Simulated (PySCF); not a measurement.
PySCF input file for CH3ClFNSi2, SMILES F[Si@]1(Cl)N=C[SiH2]1, TDA-PBE/def2-SVPD. Geometry optimised at B3LYP-D3(BJ)/def2-SVP. The structure was generated by enumeration; whether it is a known compound was not checked.

```python
import numpy as np
from pyscf import gto, scf, dft, tdscf

mol = gto.M(
    atom='''
    F     1.32865739    0.49691258    1.48967615
    Si    0.40701548    0.10703006    0.21553500
    Cl    1.68140702   -0.51286400   -1.27838746
    N    -0.63033947    1.47309283   -0.29726069
    C    -1.80925757    0.96462595   -0.15841890
    Si   -1.70048151   -0.85269788    0.51811012
    H    -2.70130943    1.56827425   -0.41434362
    H    -2.20636128   -1.92555496   -0.38688976
    H    -2.25771880   -1.05630076    1.88704157
    ''',
    basis='def2-SVPD',
    charge=0,
    spin=0,
    max_memory=1600,
    verbose=4,
)
mf = dft.RKS(mol, xc='pbe').density_fit(auxbasis='def2-universal-jkfit')
mf.grids.level = 3
mf.conv_tol = 1e-9
mf.max_cycle = 100
mf.kernel()
mf.grids = dft.Grids(mol).set(level=1).build(with_non0tab=True)  # coarser grid for the response kernel
td = tdscf.TDA(mf)
td.singlet = True
td.nstates = 10
td.conv_tol = 1e-4
td.positive_eig_threshold = 1e-6
td.kernel(x0=td.get_init_guess(mf, 15))
td.analyze()
tt = tdscf.TDA(mf)
tt.singlet = False
tt.nstates = 4
tt.conv_tol = 1e-4
tt.positive_eig_threshold = 1e-6
tt.kernel(x0=tt.get_init_guess(mf, 9))
tt.analyze(verbose=3)
```

It prints:

```
PySCF version 2.14.0

[INPUT] verbose = 4
[INPUT] num. atoms = 9
[INPUT] num. electrons = 70
[INPUT] charge = 0
[INPUT] spin (= nelec alpha-beta = 2S) = 0
[INPUT] symmetry False subgroup None
[INPUT] Mole.unit = angstrom
[INPUT] Symbol           X                Y                Z      unit          X                Y                Z       unit  Magmom
[INPUT]  1 F      1.328657390000   0.496912580000   1.489676150000 AA    2.510798580479   0.939028684051   2.815079937797 Bohr   0.0
[INPUT]  2 Si     0.407015480000   0.107030060000   0.215535000000 AA    0.769147785658   0.202257500496   0.407302120258 Bohr   0.0
[INPUT]  3 Cl     1.681407020000  -0.512864000000  -1.278387460000 AA    3.177398771721  -0.969172499149  -2.415802180478 Bohr   0.0
[INPUT]  4 N     -0.630339470000   1.473092830000  -0.297260690000 AA   -1.191168963803   2.783742004760  -0.561741291699 Bohr   0.0
[INPUT]  5 C     -1.809257570000   0.964625950000  -0.158418900000 AA   -3.419001296096   1.822878858148  -0.299368333955 Bohr   0.0
[INPUT]  6 Si    -1.700481510000  -0.852697880000   0.518110120000 AA   -3.213444333787  -1.611365460197   0.979086229166 Bohr   0.0
[INPUT]  7 H     -2.701309430000   1.568274250000  -0.414343620000 AA   -5.104735000405   2.963608820708  -0.782995963261 Bohr   0.0
[INPUT]  8 H     -2.206361280000  -1.925554960000  -0.386889760000 AA   -4.169418551045  -3.638771512198  -0.731115686799 Bohr   0.0
[INPUT]  9 H     -2.257718800000  -1.056300760000   1.887041570000 AA   -4.266470198282  -1.996119141570   3.565991752969 Bohr   0.0

nuclear repulsion = 423.4748778924
number of shells = 68
number of NR pGTOs = 252
number of NR cGTOs = 162
basis = def2-SVPD
ecp = {}


[settings echo left out]
init E= -1233.09760987988
  HOMO = -0.275243183919438  LUMO = -0.135968632390535  gap/eV = 3.78985
cycle= 1 E= -1232.54747281362  delta_E= 0.55  |g|= 0.622  |ddm|= 4.51
  HOMO = -0.153557908009275  LUMO = -0.0745010701199624  gap/eV = 2.15125
cycle= 2 E= -1232.14893973761  delta_E= 0.399  |g|= 1.52  |ddm|= 3.51
  HOMO = -0.224511920955058  LUMO = -0.101270676410975  gap/eV = 3.35357
cycle= 3 E= -1232.61852627914  delta_E= -0.47  |g|= 0.202  |ddm|= 2.68
  HOMO = -0.21931739886654  LUMO = -0.106117646133879  gap/eV = 3.08032
cycle= 4 E= -1232.62683748749  delta_E= -0.00831  |g|= 0.109  |ddm|= 0.377
  HOMO = -0.226309970502556  LUMO = -0.107988959921842  gap/eV = 3.21968
cycle= 5 E= -1232.62937242595  delta_E= -0.00253  |g|= 0.0425  |ddm|= 0.176
  HOMO = -0.224112023234363  LUMO = -0.106464755000448  gap/eV = 3.20135
cycle= 6 E= -1232.62974017976  delta_E= -0.000368  |g|= 0.00891  |ddm|= 0.0694
  HOMO = -0.224327132874518  LUMO = -0.106780893059134  gap/eV = 3.19860
cycle= 7 E= -1232.62976500455  delta_E= -2.48e-05  |g|= 0.00234  |ddm|= 0.0239
  HOMO = -0.224151870565812  LUMO = -0.106572683510732  gap/eV = 3.19949
cycle= 8 E= -1232.62976617785  delta_E= -1.17e-06  |g|= 0.000818  |ddm|= 0.0058
  HOMO = -0.224232394419384  LUMO = -0.106672042082645  gap/eV = 3.19898
cycle= 9 E= -1232.62976637615  delta_E= -1.98e-07  |g|= 0.000188  |ddm|= 0.00166
  HOMO = -0.224212425225201  LUMO = -0.106650294683675  gap/eV = 3.19903
cycle= 10 E= -1232.62976638593  delta_E= -9.79e-09  |g|= 5.1e-05  |ddm|= 0.000497
  HOMO = -0.224219056462979  LUMO = -0.106655878621261  gap/eV = 3.19906
cycle= 11 E= -1232.62976638682  delta_E= -8.88e-10  |g|= 2.04e-05  |ddm|= 0.000165
  HOMO = -0.224217234045191  LUMO = -0.106653908371592  gap/eV = 3.19906
Extra cycle  E= -1232.62976638668  delta_E= 1.43e-10  |g|= 3.18e-05  |ddm|= 8.33e-05
converged SCF energy = -1232.62976638668
tot grids = 42160
Overwritten attributes  positive_eig_threshold  of <class 'pyscf.tdscf.rks.TDA'>


******** <class 'pyscf.tdscf.rks.TDA'> for <class 'pyscf.df.df_jk.DFRKS'> ********
nstates = 10 singlet
deg_eia_thresh = 1.000e-03
wfnsym = None
conv_tol = 0.0001
eigh lindep = 1e-12
eigh level_shift = 0
eigh max_cycle = 100


Excitation energies (eV)
[3.514934   4.49173088 4.59229547 4.9441752  5.28447656 5.545599
 5.72693985 5.8576608  6.22725103 6.29181183]

** Singlet excitation energies and oscillator strengths **
Excited State   1:      3.51493 eV    352.74 nm  f=0.0002
      35 -> 36       -0.69977
Excited State   2:      4.49173 eV    276.03 nm  f=0.0006
      35 -> 37        0.70248
Excited State   3:      4.59230 eV    269.98 nm  f=0.0003
      34 -> 36        0.69679
Excited State   4:      4.94418 eV    250.77 nm  f=0.0040
      35 -> 38       -0.69221
Excited State   5:      5.28448 eV    234.62 nm  f=0.0068
      35 -> 39       -0.69537
Excited State   6:      5.54560 eV    223.57 nm  f=0.0062
      31 -> 36       -0.15836
      32 -> 36        0.22061
      33 -> 36        0.63591
Excited State   7:      5.72694 eV    216.49 nm  f=0.0018
      31 -> 36       -0.19532
      32 -> 36       -0.65301
      33 -> 36        0.16132
Excited State   8:      5.85766 eV    211.66 nm  f=0.0160
      35 -> 40        0.69514
Excited State   9:      6.22725 eV    199.10 nm  f=0.0060
      30 -> 36       -0.14112
      31 -> 36       -0.26920
      34 -> 37       -0.39021
      35 -> 41        0.48464
Excited State  10:      6.29181 eV    197.06 nm  f=0.0121
      30 -> 36        0.22528
      31 -> 36        0.44433
      34 -> 37        0.11306
      35 -> 41        0.44118

** Transition electric dipole moments (AU) **
state          X           Y           Z        Dip. S.      Osc.
  1         0.0328     -0.0171     -0.0332      0.0025      0.0002
  2        -0.0702      0.0119      0.0094      0.0052      0.0006
  3         0.0319     -0.0236     -0.0358      0.0029      0.0003
  4        -0.0417     -0.0802     -0.1585      0.0333      0.0040
  5        -0.0118      0.2132     -0.0839      0.0527      0.0068
  6         0.1873     -0.0998     -0.0270      0.0458      0.0062
  7         0.1019     -0.0411     -0.0333      0.0132      0.0018
  8        -0.0522     -0.3174      0.0893      0.1115      0.0160
  9         0.1566      0.0279     -0.1174      0.0391      0.0060
 10        -0.2599      0.0848      0.0618      0.0785      0.0121

** Transition velocity dipole moments (imaginary part, AU) **
state          X           Y           Z        Dip. S.      Osc.
  1         0.0026      0.0048      0.0046      0.0001      0.0003
  2        -0.0166     -0.0008      0.0008      0.0003      0.0011
  3         0.0022      0.0058      0.0063      0.0001      0.0003
  4        -0.0085     -0.0050     -0.0006      0.0001      0.0004
  5         0.0069      0.0301     -0.0108      0.0011      0.0037
  6        -0.0024     -0.0147      0.0067      0.0003      0.0009
  7        -0.0060     -0.0107      0.0124      0.0003      0.0010
  8        -0.0168     -0.0531      0.0144      0.0033      0.0102
  9         0.0289      0.0376     -0.0173      0.0025      0.0074
 10        -0.0715     -0.0098      0.0103      0.0053      0.0153

** Transition magnetic dipole moments (imaginary part, AU) **
state          X           Y           Z
  1        -0.8509     -0.1281      0.0550
  2         0.0166      0.4409      1.2301
  3        -0.4367      0.0451     -0.1092
  4        -0.4079      0.1777      0.1532
  5        -0.0054      0.3211      0.8486
  6         0.1789     -0.0193      0.2397
  7         0.0534      0.0293      0.2700
  8        -0.0382     -0.0621     -0.2001
  9        -0.0789     -0.3941     -0.8391
 10        -0.0415      0.1398      0.0854


******** <class 'pyscf.tdscf.rks.TDA'> for <class 'pyscf.df.df_jk.DFRKS'> ********
nstates = 4 triplet
deg_eia_thresh = 1.000e-03
wfnsym = None
conv_tol = 0.0001
eigh lindep = 1e-12
eigh level_shift = 0
eigh max_cycle = 100


Excitation energies (eV)
[2.80341196 4.31445601 4.36394045 4.64824521]

** Triplet excitation energies and oscillator strengths **
Excited State   1:      2.80341 eV    442.26 nm  f=0.0000
Excited State   2:      4.31446 eV    287.37 nm  f=0.0000
Excited State   3:      4.36394 eV    284.11 nm  f=0.0000
Excited State   4:      4.64825 eV    266.73 nm  f=0.0000
```

Self-consistency was reached.
